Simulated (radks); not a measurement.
Species: I VII. Configuration: [Kr] 4d10 5s1.

All-electron calculation, Dirac Kohn-Sham, PBE, spin-unpolarised, spherical densities, point nucleus. Program: a radial shooting solver on a logarithmic mesh with Libxc functionals.

Energy parts (eV):
| part | energy |
|---|---|
| total | -193493.288 |
| kinetic | 205112.288 |
| electron-nucleus | -466709.871 |
| Hartree | 72985.175 |
| exchange-correlation | -4880.880 |

Orbitals (lengths in bohr, moments of r in powers of bohr; r(max) is where P^2 peaks):
[
 {"orbital": "1s1/2", "occ.": "2", "eigenvalue (eV)": "-33037.89", "<r>": "0.02722", "<r^4>": "2.642e-06", "r(max)": "0.01753"},
 {"orbital": "2s1/2", "occ.": "2", "eigenvalue (eV)": "-5166.847", "<r>": "0.1167", "<r^4>": "0.0004491", "r(max)": "0.09925"},
 {"orbital": "2p1/2", "occ.": "2", "eigenvalue (eV)": "-4852.397", "<r>": "0.09846", "<r^4>": "0.0002868", "r(max)": "0.07613"},
 {"orbital": "2p3/2", "occ.": "4", "eigenvalue (eV)": "-4553.617", "<r>": "0.1041", "<r^4>": "0.0003442", "r(max)": "0.08092"},
 {"orbital": "3s1/2", "occ.": "2", "eigenvalue (eV)": "-1103.081", "<r>": "0.3137", "<r^4>": "0.01931", "r(max)": "0.2858"},
 {"orbital": "3p1/2", "occ.": "2", "eigenvalue (eV)": "-973.0925", "<r>": "0.3039", "<r^4>": "0.01842", "r(max)": "0.2722"},
 {"orbital": "3p3/2", "occ.": "4", "eigenvalue (eV)": "-916.8449", "<r>": "0.3155", "<r^4>": "0.02120", "r(max)": "0.2829"},
 {"orbital": "3d3/2", "occ.": "4", "eigenvalue (eV)": "-687.9062", "<r>": "0.2864", "<r^4>": "0.01727", "r(max)": "0.2300"},
 {"orbital": "3d5/2", "occ.": "6", "eigenvalue (eV)": "-676.0771", "<r>": "0.2900", "<r^4>": "0.01805", "r(max)": "0.2330"},
 {"orbital": "4s1/2", "occ.": "2", "eigenvalue (eV)": "-254.8427", "<r>": "0.7381", "<r^4>": "0.5551", "r(max)": "0.6803"},
 {"orbital": "4p1/2", "occ.": "2", "eigenvalue (eV)": "-209.3708", "<r>": "0.7695", "<r^4>": "0.6865", "r(max)": "0.6980"},
 {"orbital": "4p3/2", "occ.": "4", "eigenvalue (eV)": "-198.3347", "<r>": "0.7968", "<r^4>": "0.7882", "r(max)": "0.7221"},
 {"orbital": "4d3/2", "occ.": "4", "eigenvalue (eV)": "-124.8756", "<r>": "0.8957", "<r^4>": "1.432", "r(max)": "0.7701"},
 {"orbital": "4d5/2", "occ.": "6", "eigenvalue (eV)": "-123.1037", "<r>": "0.9057", "<r^4>": "1.496", "r(max)": "0.7785"},
 {"orbital": "5s1/2", "occ.": "1", "eigenvalue (eV)": "-81.6947", "<r>": "1.699", "<r^4>": "14.54", "r(max)": "1.579"},
 {"orbital": "5p1/2", "occ.": "0", "eigenvalue (eV)": "-68.8292", "<r>": "1.858", "<r^4>": "21.04", "r(max)": "1.719"},
 {"orbital": "5p3/2", "occ.": "0", "eigenvalue (eV)": "-66.8510", "<r>": "1.910", "<r^4>": "23.39", "r(max)": "1.772"},
 {"orbital": "6s1/2", "occ.": "0", "eigenvalue (eV)": "-40.4534", "<r>": "3.162", "<r^4>": "166.8", "r(max)": "3.149"}
]

The highest occupied level is 5s1/2 at -81.695 eV. The density falls to 0.001 e/bohr^3 at r = 2.82 bohr.
